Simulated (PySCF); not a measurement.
CH4N2OSi. Atoms are numbered in the order given.

```xyz
9

N      0.8465    -2.1309     0.0000
Si    -0.5366    -1.1173     0.0000
N     -0.1991     0.5855     0.0000
C      0.0561     1.7542     0.0000
O      0.3064     2.8968     0.0000
H      1.4113    -2.2302     0.8359
H      1.4113    -2.2302    -0.8359
H     -1.3145    -1.3894    -1.2373
H     -1.3145    -1.3894     1.2373
```
Charge 0, spin multiplicity 1.

Geometry: PBE0-D3(BJ)/def2-SVP. One conformer was computed; it need not be the lowest.

All values below come from ωB97X/def2-TZVP run with PySCF.

The molecule is in vacuum.

```
Quantity                                                                                                       Result
---------------------------------------------------------------------------------------------  ----------------------
total energy                                                                                       -514.84829 hartree
point group                                                                                                        Cs
highest occupied level                                                                                      -10.49 eV
lowest empty level                                                                                            2.17 eV
orbital gap                                                                                                  12.66 eV
dipole moment                                                                                               0.537 e·Å
quadrupole, principal values (traceless, Buckingham form, about the centre of nuclear charge)  -12.70, 4.74, 7.96 D·Å
mean static polarisability                                                                       52.0 bohr³ (7.70 Å³)
polarisability, principal values                                                               40.3, 42.4, 73.1 bohr³
```
